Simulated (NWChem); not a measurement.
Molecule: GaO, doublet; SMILES [Ga]=[O]

Computed with NWChem. Spin-unrestricted. No stability test was run on the SCF state. The level has its own optimisation; frequencies are unscaled.

### Question
What does the run give for PBE0/def2-SVP? Quantities: r Ga–O (Å); highest harmonic frequency (cm⁻¹); zero-point energy (kcal/mol); dipole (D).

### Answer
The r Ga–O (Å) is 1.707, the highest harmonic frequency (cm⁻¹) is 752 and the zero-point energy (kcal/mol) comes out as 1.1. The dipole (D) comes out as 3.38.
